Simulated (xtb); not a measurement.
hexafluoroethane (C2F6), singlet, at a GFN2-xTB geometry; GFN1-xTB with ALPB(toluene) run with xtb.

Input for xtb:
```
$ xtb mol.xyz --gfn 1 --alpb toluene --json

# file mol.xyz
8

F      1.40411511    -0.28283952    -1.02131229
C      0.76712540    -0.06168844     0.12248110
F      1.24344065     1.05549696     0.65908857
F      1.02641252    -1.06809983     0.94881838
C     -0.76712540     0.06168844    -0.12248110
F     -1.02641252     1.06809983    -0.94881838
F     -1.24344065    -1.05549696    -0.65908857
F     -1.40411511     0.28283952     1.02131229
```

Task: Predict the main parts of the log of this xtb run.

Result: 
```
   ID    Z sym.   atoms
    1    9 F      1, 3, 4, 6-8
    2    6 C      2, 5

           -------------------------------------------------
          |                Calculation Setup                |
           -------------------------------------------------

           -------------------------------------------------
          |                 G F N 1 - x T B                 |
           -------------------------------------------------

      * Solvation model:               ALPB
        Solvent                        toluene
        Parameter file                 internal GFN1-xTB/ALPB
        Dielectric constant                2.3741E+00
        Reference state                gsolv [1 M gas/solution]
        Free energy shift                  3.5550E-03 Eh       2.2308E+00 kcal/mol
        Temperature                        2.9815E+02 K
        Density                            8.6700E-01 kg/L
        Solvent mass                       9.2140E+01 g/mol
        Interaction kernel             P16
        Born radius scaling (c1)           1.4996E+00
        Born radii integrator          GBOBC
        Born offset                        0.0000E+00 a0       0.0000E+00 AA
        H-bond correction              false
        Ion screening                  false
        Surface tension                    1.0000E-05 Eh       1.5569E+01 dyn/cm
        Grid points                               230 per atom

          ...................................................
          :                      SETUP                      :
          :.................................................:
          :  # basis functions                  32          :
          :  # atomic orbitals                  32          :
          :  # shells                           16          :
          :  # electrons                        50          :
          :  # halogen bonds                     0          :
          :  max. iterations                   250          :
          :  Hamiltonian                  GFN1-xTB          :
          :  restarted?                      false          :
          :  GBSA solvation                   true          :
          :  PC potential                    false          :
          :  electronic temp.          300.0000000     K    :
          :  accuracy                    1.0000000          :
          :  -> integral cutoff          0.2500000E+02      :
          :  -> integral neglect         0.1000000E-07      :
          :  -> SCF convergence          0.1000000E-05 Eh   :
          :  -> wf. convergence          0.2000000E-04 e    :
          :  Broyden damping             0.4000000          :
          :  net charge                          0          :
          :  unpaired electrons                  0          :
          ...................................................

 iter      E             dE          RMSdq      gap      omega  full diag
   1    -34.9885642 -0.349886E+02  0.663E+00   13.19       0.0  T
   2    -35.1506403 -0.162076E+00  0.372E+00   12.38       1.0  T
   3    -35.1513135 -0.673158E-03  0.179E+00   12.50       1.0  T
   4    -35.1514978 -0.184356E-03  0.441E-02   12.44       1.0  T
   5    -35.1515190 -0.212317E-04  0.316E-03   12.46      11.2  T
   6    -35.1515191 -0.105396E-06  0.121E-03   12.46      29.2  T
   7    -35.1515192 -0.141982E-07  0.282E-06   12.46   12529.3  T
   8    -35.1515192 -0.106581E-12  0.315E-10   12.46  100000.0  T

   *** convergence criteria satisfied after 8 iterations ***

         :::::::::::::::::::::::::::::::::::::::::::::::::::::
         ::                     SUMMARY                     ::
         :::::::::::::::::::::::::::::::::::::::::::::::::::::
         :: total energy             -35.084129851011 Eh    ::
         :: total w/o Gsasa/hb       -35.087227617424 Eh    ::
         :: gradient norm              0.009443014132 Eh/a0 ::
         :: HOMO-LUMO gap             12.457096108209 eV    ::
         ::.................................................::
         :: SCC energy               -35.151519163630 Eh    ::
         :: -> electrostatic           0.123566230839 Eh    ::
         :: -> Gsolv                  -0.000579188831 Eh    ::
         ::    -> Gelec               -0.003676955244 Eh    ::
         ::    -> Gsasa               -0.000457213681 Eh    ::
         ::    -> Ghb                  0.000000000000 Eh    ::
         ::    -> Gshift               0.003554980094 Eh    ::
         :: repulsion energy           0.069285084693 Eh    ::
         :: dispersion energy         -0.001895772074 Eh    ::
         :: halogen bond corr.         0.000000000000 Eh    ::
         :: add. restraining           0.000000000000 Eh    ::
         :: total charge               0.000000000000 e     ::
         :::::::::::::::::::::::::::::::::::::::::::::::::::::

           -------------------------------------------------
          |                Property Printout                |
           -------------------------------------------------

    * Orbital Energies and Occupations

         #    Occupation            Energy/Eh            Energy/eV
      -------------------------------------------------------------
         1        2.0000           -0.9576089             -26.0579
       ...           ...                  ...                  ...
        13        2.0000           -0.6825818             -18.5740
        14        2.0000           -0.6437339             -17.5169
        15        2.0000           -0.6249137             -17.0048
        16        2.0000           -0.6249137             -17.0048
        17        2.0000           -0.6244186             -16.9913
        18        2.0000           -0.6244186             -16.9913
        19        2.0000           -0.6070793             -16.5195
        20        2.0000           -0.6070793             -16.5195
        21        2.0000           -0.6064904             -16.5034
        22        2.0000           -0.6054743             -16.4758
        23        2.0000           -0.6054743             -16.4758
        24        2.0000           -0.6047086             -16.4550
        25        2.0000           -0.5489056             -14.9365 (HOMO)
        26                         -0.0911157              -2.4794 (LUMO)
        27                         -0.0908516              -2.4722
        28                         -0.0908516              -2.4722
        29                         -0.0273471              -0.7442
        30                          0.0081049               0.2205
        31                          0.0704146               1.9161
        32                          0.0704147               1.9161
      -------------------------------------------------------------
                  HL-Gap            0.4577899 Eh           12.4571 eV
             Fermi-level           -0.3200107 Eh           -8.7079 eV

  Mulliken/CM5 charges         n(s)   n(p)   n(d)
     1F    -0.21746 -0.23824   1.807  5.411  0.000
     2C     0.65237  0.71472   0.998  2.350  0.000
     3F    -0.21746 -0.23824   1.807  5.411  0.000
     4F    -0.21746 -0.23824   1.807  5.411  0.000
     5C     0.65237  0.71472   0.998  2.350  0.000
     6F    -0.21746 -0.23824   1.807  5.411  0.000
     7F    -0.21746 -0.23824   1.807  5.411  0.000
     8F    -0.21746 -0.23824   1.807  5.411  0.000

Wiberg/Mayer (AO) data.
largest (>0.10) Wiberg bond orders for each atom

 ---------------------------------------------------------------------------
     #   Z sym  total        # sym  WBO       # sym  WBO       # sym  WBO
 ---------------------------------------------------------------------------
     1   9 F    1.082 --     2 C    0.951
     2   6 C    3.797 --     4 F    0.951     1 F    0.951     3 F    0.951
                             5 C    0.870
     3   9 F    1.082 --     2 C    0.951
     4   9 F    1.082 --     2 C    0.951
     5   6 C    3.797 --     6 F    0.951     8 F    0.951     7 F    0.951
                             2 C    0.870
     6   9 F    1.082 --     5 C    0.951
     7   9 F    1.082 --     5 C    0.951
     8   9 F    1.082 --     5 C    0.951
 ---------------------------------------------------------------------------

Topologies differ in total number of bonds
Writing topology from bond orders to xtbtopo.mol

 dipole moment from electron density (au)
     X       Y       Z
  -0.0000   0.0000   0.0000  total (Debye):    0.000

           -------------------------------------------------
          | TOTAL ENERGY              -35.084129851011 Eh   |
          | GRADIENT NORM               0.009443014132 Eh/α |
          | HOMO-LUMO GAP              12.457096108209 eV   |
           -------------------------------------------------

normal termination of xtb
```
